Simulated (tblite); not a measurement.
Calculated harmonic vibrations of the isolated species, GFN2-xTB (tblite), most abundant isotopes, no scaling. The method is semi-empirical: single wavenumbers can be off by several per cent or more. Modes of hydrogen on phosphorus and silicon can be 10 to 20 % off. One conformer each. Thermal functions are those of the rigid rotor and harmonic oscillator, without mixing of conformers.

Question: Order these by their heat capacity Cp at 298.15 K, highest first (J/(mol K)).
A. `CC(C)(C)P(P)C#C`
B. `C(C#N)[C@]1(CCC1=S)C`
C. `C=C(C#N)[C@@H](C)C(C)=S`
D. `CC1=NN([SiH3])C[C@@H]1[SiH3]`
E. `C#CCP(C)P(C)C`

Answer: E (191.2), A (187.8), D (182.9), C (163.1), B (152.1).

```json
{"SMILES": "C#CCP(C)P(C)C", "atoms": "20", "mass (u)": "146.04", "symmetry number": "1", "modes under 300 cm⁻¹": "13", "ZPE (kJ/mol)": "414.1", "S translation (J/(mol K))": "171.0", "S rotation": "124.3", "S vibration": "169.4", "S": "464.7", "Cp": "191.2"}
{"SMILES": "C#CP(P)C(C)(C)C", "atoms": "20", "mass (u)": "146.04", "symmetry number": "1", "modes under 300 cm⁻¹": "11", "ZPE (kJ/mol)": "413.2", "S translation (J/(mol K))": "171.0", "S rotation": "123.3", "S vibration": "147.4", "S": "441.7", "Cp": "187.8"}
{"SMILES": "CC1=NN([SiH3])C[C@@H]1[SiH3]", "atoms": "20", "mass (u)": "144.05", "symmetry number": "1", "modes under 300 cm⁻¹": "8", "ZPE (kJ/mol)": "383.3", "S translation (J/(mol K))": "170.8", "S rotation": "124.4", "S vibration": "147.6", "S": "442.8", "Cp": "182.9"}
{"SMILES": "C=C(C#N)[C@@H](C)C(C)=S", "atoms": "18", "mass (u)": "139.05", "symmetry number": "1", "modes under 300 cm⁻¹": "9", "ZPE (kJ/mol)": "366.9", "S translation (J/(mol K))": "170.4", "S rotation": "123.7", "S vibration": "133.9", "S": "428.0", "Cp": "163.1"}
{"SMILES": "C[C@]1(CC#N)CCC1=S", "atoms": "18", "mass (u)": "139.05", "symmetry number": "1", "modes under 300 cm⁻¹": "6", "ZPE (kJ/mol)": "371.8", "S translation (J/(mol K))": "170.4", "S rotation": "123.7", "S vibration": "116.8", "S": "410.9", "Cp": "152.1"}
```

Entropies and Cp are for 298.15 K and 1 bar.
